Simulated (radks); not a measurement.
The numbers below are computed, except where a source is named.
Ionisation of neutral tantalum, [Xe] 4f14 5d3 6s2, to [Xe] 4f14 5d3 6s1 as the strength of local exchange is varied. Level of theory: Dirac Kohn-Sham, Slater X-alpha exchange (alpha = 2/3 is LDA exchange), no correlation, spin-unpolarised, spherical densities, point nucleus; open shells fill j = l - 1/2 first (a radial shooting solver on a logarithmic mesh with Libxc functionals).

\begin{tabular}{lrrrrr}
alpha & E(Ta) (hartree) & exchange (hartree) & IE (eV) & -e of the level emptied (eV) & <r> of it (bohr) \\ \hline
0.667 & -15609.3278 & -300.5758 & 7.628 & 4.599 (6s1/2) & 3.358 \\
0.732 & -15638.6493 & -330.5418 & 8.018 & 4.947 (6s1/2) & 3.310 \\
0.744 & -15644.0690 & -336.0870 & 8.091 & 5.012 (6s1/2) & 3.301 \\
0.768 & -15654.9146 & -347.1894 & 8.239 & 5.146 (6s1/2) & 3.283 \\
0.786 & -15663.0542 & -355.5269 & 8.351 & 5.247 (6s1/2) & 3.270 \\
0.843 & -15688.8596 & -381.9888 & 8.711 & 5.575 (6s1/2) & 3.229 \\
0.868 & -15700.1923 & -393.6236 & 8.871 & 5.722 (6s1/2) & 3.211 \\
0.912 & -15720.1592 & -414.1433 & 9.158 & 5.986 (6s1/2) & 3.180 \\
\end{tabular}

NIST Atomic Spectra Database: 7.550 eV (measured). The central value is not met in this range of alpha. Spin polarisation and multiplet splitting are left out, so open shells lie too high by an amount that depends on their filling.

Beside tabulated values, note that spin-unpolarised runs miss the spin-polarisation part of the exchange energy of open shells.
